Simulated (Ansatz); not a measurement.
Reaction (formal exchange of groups at a B–Te bond): `B[Te][SiH2]N` + `N[SiH2][SiH2]F` → `B[SiH](N)[SiH2]F` + `N[SiH2][TeH]`

Isolated molecules relaxed with PBE0-D4/def2-TZVP in Ansatz; ΔE leaves out vibrations. CCSD(T)/CBS adds triple-zeta CCSD(T) − MP2 to the extrapolated MP2 energy (def2 sets, frozen cores). DFT in def2-TZVPP. B3LYP here is the variant with VWN-RPA as its local correlation; programs differ in this. def2 core potentials past Kr. For Te outer-core shells are correlated without core-valence functions, which leaves a few kJ/mol of doubt a bond. One conformer a species, not always the lowest.

| level | ΔE (kJ/mol) | difference from CCSD(T)/CBS |
| --- | --- | --- |
| ωB97M-V | 86.3 | -6.4 |
| B2PLYP | 91.8 | -0.9 |
| PBE0 | 85.6 | -7.1 |
| B3LYP | 84.9 | -7.8 |
| CCSD/def2-TZVPP | 89.0 | -3.7 |
| CCSD(T)/def2-TZVPP | 93.4 | 0.7 |
| HF/def2-QZVPP | 80.4 | -12.3 |
| MP2/def2-QZVPP | 102.8 | 10.1 |
| HF/CBS(def2) | 80.4 | -12.3 |
| MP2/CBS(def2) | 102.6 | 9.9 |
| CCSD(T)/CBS | 92.7 | 0 |

Largest T1 diagnostic among the species: 0.014.

In def2-TZVPP, CCSD(T) changes the Hartree–Fock value by +12.6 kJ/mol (the triples alone add +4.5 kJ/mol) and MP2 by +22.6 kJ/mol.
